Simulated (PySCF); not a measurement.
TeF3, SMILES F[Te](F)F, multiplicity 2.

The structure is a stationary point at B3LYP-D3(BJ)/def2-SVP. The multiplicity is an assumed one; other spin states were not compared. The isomer is the one that the SMILES or the coordinates give; other isomers of the formula were not compared. The def2 effective core potentials stand for the cores of Te; spin–orbit coupling is left out.

Computed with B3LYP-D3(BJ)/def2-SVP run with PySCF.

Frequencies are harmonic and unscaled.

Computed normal modes with their intensities:
```tsv
mode	ν (cm⁻¹)	IR (km/mol)	moving atoms (share of kinetic energy)
1	38	11.2	F 80 %, Te 20 %
2	173	15.5	F 82 %, Te 18 %
3	271	5.3	F 96 %
4	569	0.2	F 100 %
5	600	178.9	F 77 %, Te 23 %
6	656	46.9	F 87 %, Te 13 %
```
